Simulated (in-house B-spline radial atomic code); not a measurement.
**Cr³⁺: [Ar] 3d(0 up, 2 down) 4s(0 up, 1 down) (an excited or competing configuration)**

Computed with an all-electron radial atomic-structure program (B-spline basis): non-relativistic wB97X, spin-polarised, spherical fractional occupations, point nucleus.

Screening seen three ways: the hydrogenic charge with the same mean radius, Z_r = [3n² - l(l+1)]/(2<r>), the one with the same energy, Z_e = n√(-2ε), and Slater's rules. Values are occupation-weighted means over spin.

```json
{"shell": "1s", "electrons": "2", "ε (eV)": "-5914", "<r> (bohr)": "0.06418", "Z_r": "23.37", "Z_e": "20.85", "Slater": "23.70"}
{"shell": "2s", "electrons": "2", "ε (eV)": "-722.16", "<r> (bohr)": "0.2955", "Z_r": "20.30", "Z_e": "14.57", "Slater": "19.85"}
{"shell": "2p", "electrons": "6", "ε (eV)": "-621.07", "<r> (bohr)": "0.2608", "Z_r": "19.17", "Z_e": "13.51", "Slater": "19.85"}
{"shell": "3s", "electrons": "2", "ε (eV)": "-126.35", "<r> (bohr)": "0.8837", "Z_r": "15.28", "Z_e": "9.14", "Slater": "12.75"}
{"shell": "3p", "electrons": "6", "ε (eV)": "-96.921", "<r> (bohr)": "0.923", "Z_r": "13.54", "Z_e": "8.01", "Slater": "12.75"}
{"shell": "3d", "electrons": "2", "ε (eV)": "-46.281", "<r> (bohr)": "1.042", "Z_r": "10.07", "Z_e": "5.53", "Slater": "5.65"}
{"shell": "4s", "electrons": "1", "ε (eV)": "-35.177", "<r> (bohr)": "2.344", "Z_r": "10.24", "Z_e": "6.43", "Slater": "5.50"}
```

The least bound orbital is 4s down at -35.18 eV, and it is also the most diffuse (<r> = 2.344 bohr).

Caution: exact exchange at fractional occupations of open shells leaves self-interaction of up to several eV.
